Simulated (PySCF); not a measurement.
isobutene (C4H8), singlet, geometry from GFN2-xTB; BHANDHLYP/6-31G* (PySCF).

PySCF was given this input:
```python
from pyscf import gto, scf, dft

mol = gto.Mole()
mol.atom = '''
    C    -0.00358310   -0.00726810    1.44953113
    C    -0.00031404   -0.00063701    0.12704302
    H    -0.00279626    0.90390212    2.02374365
    H    -0.00718605   -0.92415062    2.01456675
    C     0.00471228    1.26727735   -0.67219236
    H     0.00522655    2.14004904   -0.02485143
    H     0.88583506    1.30548006   -1.31233657
    H    -0.87305594    1.30972549   -1.31666310
    C    -0.00135772   -1.26047284   -0.68488177
    H    -0.00505058   -2.13969210   -0.04633590
    H    -0.87930414   -1.29223249   -1.32972503
    H     0.87958687   -1.29647792   -1.32539850
'''
mol.basis = '6-31g*'
mol.verbose = 4
mol.build()

mf = dft.RKS(mol)
mf.xc = 'bhandhlyp'
mf.grids.atom_grid = (99, 590)
mf.grids.prune = None
mf.kernel()
```

Q: What does PySCF print? Leave out banner, timings and long lists.

A: 
```
PySCF version 2.14.0

[INPUT] verbose = 4
[INPUT] num. atoms = 12
[INPUT] num. electrons = 32
[INPUT] charge = 0
[INPUT] spin (= nelec alpha-beta = 2S) = 0
[INPUT] symmetry False subgroup None
[INPUT] Mole.unit = angstrom
[INPUT] Symbol           X                Y                Z      unit          X                Y                Z       unit  Magmom
[INPUT]  1 C     -0.003583100000  -0.007268100000   1.449531130000 AA   -0.006771077677  -0.013734718446   2.739216844731 Bohr   0.0
[INPUT]  2 C     -0.000314040000  -0.000637010000   0.127043020000 AA   -0.000593449592  -0.001203774439   0.240076513838 Bohr   0.0
[INPUT]  3 H     -0.002796260000   0.903902120000   2.023743650000 AA   -0.005284165573   1.708127450214   3.824321244828 Bohr   0.0
[INPUT]  4 H     -0.007186050000  -0.924150620000   2.014566750000 AA   -0.013579666417  -1.746391569647   3.806979417155 Bohr   0.0
[INPUT]  5 C      0.004712280000   1.267277350000  -0.672192360000 AA    0.008904918622   2.394807115365  -1.270259463425 Bohr   0.0
[INPUT]  6 H      0.005226550000   2.140049040000  -0.024851430000 AA    0.009876748076   4.044106578738  -0.046962396504 Bohr   0.0
[INPUT]  7 H      0.885835060000   1.305480060000  -1.312336570000 AA    1.673985654938   2.466999774481  -2.479956700551 Bohr   0.0
[INPUT]  8 H     -0.873055940000   1.309725490000  -1.316663100000 AA   -1.649836618025   2.475022474462  -2.488132657321 Bohr   0.0
[INPUT]  9 C     -0.001357720000  -1.260472840000  -0.684881770000 AA   -0.002565718954  -2.381948455053  -1.294238973007 Bohr   0.0
[INPUT] 10 H     -0.005050580000  -2.139692100000  -0.046335900000 AA   -0.009544212970  -4.043432059895  -0.087562160735 Bohr   0.0
[INPUT] 11 H     -0.879304140000  -1.292232490000  -1.329725030000 AA   -1.661644004796  -2.441965495365  -2.512816127679 Bohr   0.0
[INPUT] 12 H      0.879586870000  -1.296477920000  -1.325398500000 AA    1.662178287063  -2.449988195346  -2.504640170909 Bohr   0.0

nuclear repulsion = 120.428265436835
number of shells = 40
number of NR pGTOs = 140
number of NR cGTOs = 72
basis = 6-31g*
ecp = {}

******** <class 'pyscf.dft.rks.RKS'> ********
method = RKS
initial guess = minao
damping factor = 0
level_shift factor = 0
DIIS = <class 'pyscf.scf.diis.CDIIS'>
diis_start_cycle = 1
diis_space = 8
diis_damp = 0
SCF conv_tol = 1e-09
SCF conv_tol_grad = None
SCF max_cycles = 50
direct_scf = True
direct_scf_tol = 1e-13
XC library pyscf.dft.libxc version 7.1.2
    S. Lehtola, C. Steigemann, M. J. T. Oliveira, and M. A. L. Marques,  SoftwareX 7, 1–5 (2018)
XC functionals = bhandhlyp
    A. D. Becke,  J. Chem. Phys. 98, 1372 (1993)
    Defined through Gaussian implementation.
radial grids:
    Treutler-Ahlrichs [JCP 102, 346 (1995); DOI:10.1063/1.469408] (M4) radial grids

becke partition: Becke, JCP 88, 2547 (1988); DOI:10.1063/1.454033
pruning grids: None
grids dens level: 3
symmetrized grids: False
atomic radii adjust function: <function treutler_atomic_radii_adjust>
User specified grid scheme (99, 590)
small_rho_cutoff = 0
Set gradient conv threshold to 3.16228e-05
Initial guess from minao.
tot grids = 700920
init E= -157.469206437848
  HOMO = -0.291095185364945  LUMO = -0.0195569619520874  gap/eV = 7.38893
cycle= 1 E= -157.087148812972  delta_E= 0.382  |g|= 0.299  |ddm|= 2.84
  HOMO = -0.243900671739548  LUMO = 0.120789915630833  gap/eV = 9.92374
cycle= 2 E= -157.104813713828  delta_E= -0.0177  |g|= 0.191  |ddm|= 0.481
  HOMO = -0.291244632216977  LUMO = 0.0830822987334172  gap/eV = 10.18595
cycle= 3 E= -157.114437639664  delta_E= -0.00962  |g|= 0.0244  |ddm|= 0.233
  HOMO = -0.287086695620005  LUMO = 0.0874864014161583  gap/eV = 10.19265
cycle= 4 E= -157.114583020453  delta_E= -0.000145  |g|= 0.0134  |ddm|= 0.0344
  HOMO = -0.286933143967547  LUMO = 0.0878966226545206  gap/eV = 10.19964
cycle= 5 E= -157.114627899068  delta_E= -4.49e-05  |g|= 0.00117  |ddm|= 0.0118
  HOMO = -0.287116959518508  LUMO = 0.0876701060488769  gap/eV = 10.19848
cycle= 6 E= -157.114628334662  delta_E= -4.36e-07  |g|= 0.000448  |ddm|= 0.00208
  HOMO = -0.287044930994804  LUMO = 0.0877408219653151  gap/eV = 10.19844
cycle= 7 E= -157.114628382049  delta_E= -4.74e-08  |g|= 0.000121  |ddm|= 0.000455
  HOMO = -0.287058097819032  LUMO = 0.0877338550613085  gap/eV = 10.19861
cycle= 8 E= -157.114628386225  delta_E= -4.18e-09  |g|= 2.96e-05  |ddm|= 0.000162
  HOMO = -0.287057566241921  LUMO = 0.0877344756034737  gap/eV = 10.19861
cycle= 9 E= -157.114628386493  delta_E= -2.67e-10  |g|= 5.68e-06  |ddm|= 5.1e-05
  HOMO = -0.287057998991399  LUMO = 0.08773418241773  gap/eV = 10.19861
Extra cycle  E= -157.114628386497  delta_E= -4.04e-12  |g|= 4.47e-06  |ddm|= 1.31e-05
converged SCF energy = -157.114628386497
```
